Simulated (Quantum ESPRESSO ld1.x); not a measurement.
All-electron atom: the antimony ion Sb7+ in [Kr] 4d8. All-electron calculation, Dirac Kohn-Sham, LDA (Slater exchange, Perdew-Zunger correlation), spin-unpolarised, spherical densities, point nucleus; open shells are shared between the two j in proportion to 2j + 1. Program: ld1.x of Quantum ESPRESSO 7.5.

Unscreened Slater integrals over Kohn-Sham orbitals (cm^-1). Large and small components are both included.

integral          value
F0(4d5/2,4d5/2)  207080
F2(4d5/2,4d5/2)  105670
F4(4d5/2,4d5/2)   70426
F0(4d5/2,4d3/2)  208090
F2(4d5/2,4d3/2)  106130
G2(4d5/2,4d3/2)  106040
G4(4d5/2,4d3/2)   70675
F0(4d5/2,4p3/2)  219470
F2(4d5/2,4p3/2)  112280
G1(4d5/2,4p3/2)  142920
G3(4d5/2,4p3/2)   88858
F0(4d5/2,4p1/2)  222430
G3(4d5/2,4p1/2)   88814
F0(4d5/2,4s1/2)  226340
G2(4d5/2,4s1/2)  109140
F0(4d3/2,4d3/2)  209120
F2(4d3/2,4d3/2)  106630
F0(4d3/2,4p3/2)  220680
F2(4d3/2,4p3/2)  113050
G1(4d3/2,4p3/2)  143930
G3(4d3/2,4p3/2)   89538
F0(4d3/2,4p1/2)  223720
G1(4d3/2,4p1/2)  144620
F0(4d3/2,4s1/2)  227700
G2(4d3/2,4s1/2)  110370
F0(4p3/2,4p3/2)  234570
F2(4p3/2,4p3/2)  123270
F0(4p3/2,4p1/2)  238260
G2(4p3/2,4p1/2)  124640
F0(4p3/2,4s1/2)  243070
G1(4p3/2,4s1/2)  164900
F0(4p1/2,4p1/2)  242190
F0(4p1/2,4s1/2)  247270
G1(4p1/2,4s1/2)  168750
F0(4s1/2,4s1/2)  252770
